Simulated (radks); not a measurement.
The numbers below are computed, except where a source is named.
Problem. Radial electron density D(r) = 4 pi r^2 rho(r) of an atom or ion with 14 electrons. Level of theory: non-relativistic Kohn-Sham, TPSS, spin-polarised, spherical densities, point nucleus; meta-GGA in the generalised Kohn-Sham scheme (a radial shooting solver on a logarithmic mesh with Libxc functionals).

```
   r/bohr * D(r) (the largest magnitude, 96.7, reaches the edge; | marks zero)
 0.002327 |    *
 0.002603 |     *
 0.002888 |       *
  0.00323 |        *
 0.003613 |          *
 0.004009 |            *
 0.004485 |              *
 0.005016 |                 *
 0.005566 |                   *
 0.006225 |                      *
 0.006908 |                         *
 0.007726 |                             *
 0.008642 |                                *
 0.009589 |                                   *
  0.01073 |                                      *
   0.0119 |                                         *
  0.01331 |                                           *
  0.01489 |                                            *
  0.01652 |                                             *
  0.01848 |                                             *
  0.02067 |                                            *
  0.02293 |                                          *
  0.02565 |                                         *
  0.02846 |                                       *
  0.03184 |                                      *
  0.03561 |                                      *
  0.03951 |                                        *
   0.0442 |                                          *
  0.04943 |                                              *
  0.05485 |                                                  *
  0.06135 |                                                     *
  0.06808 |                                                      *
  0.07614 |                                                     *
  0.08517 |                                                 *
   0.0945 |                                           *
   0.1057 |                                   *
   0.1173 |                           *
   0.1312 |                    *
   0.1467 |                *
   0.1628 |              *
   0.1821 |             *
   0.2037 |             *
    0.226 |             *
   0.2528 |           *
   0.2805 |        *
   0.3138 |     *
   0.3509 |  *
   0.3894 | *
   0.4356 |*
   0.4872 *
   0.5406 *
   0.6046 *
   0.6709 *
   0.7504 *
```

What is the nuclear charge?

Solution. Z = 64. The innermost maximum, from 1s, lies near 1/Z = 0.0156 bohr (found: 0.0171), and its height grows with Z. The density is that of the gadolinium ion Gd50+ in [Ne] 3s2 3p2; the configuration itself is not fixed sharply by these data, and Z only to a few units. D(r) has 2 maxima, at r = 0.0171, 0.0692 bohr, and minima at 0.0334 bohr, inside which lie 2.06 electrons.
